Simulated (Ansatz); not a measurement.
Consider the formal exchange of groups at a C–Si bond: `C[SiH2][SiH](O)Cl` + `C1CCCC1` → `CC1CCCC1` + `O[SiH]([SiH3])Cl`.

Isolated molecules relaxed with PBE0-D4/def2-TZVP in Ansatz; ΔE leaves out vibrations. CCSD(T)/CBS is the MP2 limit (def2-TZVPP, def2-QZVPP) plus CCSD(T) − MP2 in def2-TZVPP, frozen cores. DFT in def2-TZVPP. Each species was taken in one conformer, which may not be the lowest.

```tsv
level	ΔE (kJ/mol)
RPA@PBE/def2-TZVPP	28.6
CCSD(T)/def2-SVP	20.2
```

What does CCSD(T)/CBS give? (Estimate.)

Computed: +33.7 kJ/mol. The listed levels differ from it by -5.1, -13.5 kJ/mol.

Largest T1 diagnostic among the species: 0.012.

Leaving LDA and LC-ωPBE aside and taking each functional with its dispersion term where it has one, the values, not all of them listed here, spread over 3.8 kJ/mol, from ωB97X-V to r2SCAN-D4. LDA lies −6.9 kJ/mol from PBE without D4. At CCSD(T), def2-SVP lies −13.5 kJ/mol from the extrapolated value and def2-TZVPP −1.7 kJ/mol.
